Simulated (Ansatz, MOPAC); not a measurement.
Gas-phase reaction in SMILES: N[Si](N)(N)Cl + H+ -> [Si]([NH3+])(N)(Cl)N (at N, the best of the heteroatom sites tried; carbon was not tried)

Wanted: proton affinity (enthalpy at 298 K), in kcal/mol. Positive where the reaction releases energy. Conventions: spin-orbit terms left out; dispersion terms only where a functional's name holds one; non-relativistic; frozen cores in correlated levels. CBS(X,Y): correlation extrapolated as X^-3; Hartree-Fock from the larger set. Ab initio and DFT rows: single points at B3LYP-D3(BJ) geometries (Ansatz, a quantum-chemistry and plane-wave program), with unscaled harmonic terms from B3LYP/6-31G* (Ansatz) at its own minima. Semi-empirical rows: MOPAC heats of formation at their own minima for 298 K, the proton's as measured.

```json
[
 {"species": "N[Si](N)(N)Cl", "coefficient": "+1", "E at HF/STO-3G (Ansatz), Eh": "-905.01550", "E at wB97X-V/def2-TZVPD (Ansatz), Eh": "-917.66144", "H(298 K) - E, kcal/mol": "56.64", "heat of formation at PM6 (MOPAC), kcal/mol": "-94.12"},
 {"species": "H+", "coefficient": "+1", "E at HF/STO-3G (Ansatz), Eh": "0.00000", "E at wB97X-V/def2-TZVPD (Ansatz), Eh": "0.00000", "H(298 K) - E, kcal/mol": "1.48", "heat of formation at PM6 (MOPAC), kcal/mol": "365.69"},
 {"species": "N[Si](N)([NH3+])Cl", "coefficient": "-1", "E at HF/STO-3G (Ansatz), Eh": "-905.45719", "E at wB97X-V/def2-TZVPD (Ansatz), Eh": "-918.01904", "H(298 K) - E, kcal/mol": "65.97", "heat of formation at PM6 (MOPAC), kcal/mol": "50.64"}
]
```

Coupled cluster (Ansatz) is a level with limits of its own, used here on species with T1 under 0.025 (0.045 for open shells) and stable references: CCSD(T)/CBS(cc-pV(T+d)Z,cc-pV(Q+d)Z). Value to compare with, CCSD(T)/CBS(cc-pV(T+d)Z,cc-pV(Q+d)Z) (Ansatz): 215.8 kcal/mol. 1 Eh = 627.5095 kcal/mol.

**Question.** Compute it at each level from the table, and compare with CCSD(T)/CBS(cc-pV(T+d)Z,cc-pV(Q+d)Z) (Ansatz).

**Answer.** 
- HF/STO-3G: the sum of coefficient times E is 0.44169 Eh, or 277.16 kcal/mol; the thermal terms add -7.85. Result: 269.3 kcal/mol. Its difference against CCSD(T)/CBS(cc-pV(T+d)Z,cc-pV(Q+d)Z) (Ansatz) is 53.5 kcal/mol.
- wB97X-V/def2-TZVPD: the sum of coefficient times E is 0.35760 Eh, or 224.40 kcal/mol; the thermal terms add -7.85. Result: 216.5 kcal/mol. Its difference against CCSD(T)/CBS(cc-pV(T+d)Z,cc-pV(Q+d)Z) (Ansatz) is 0.7 kcal/mol.
- PM6: the sum of coefficient times heat of formation is 220.93 kcal/mol; it needs no thermal term. Its difference against CCSD(T)/CBS(cc-pV(T+d)Z,cc-pV(Q+d)Z) (Ansatz) is 5.1 kcal/mol.
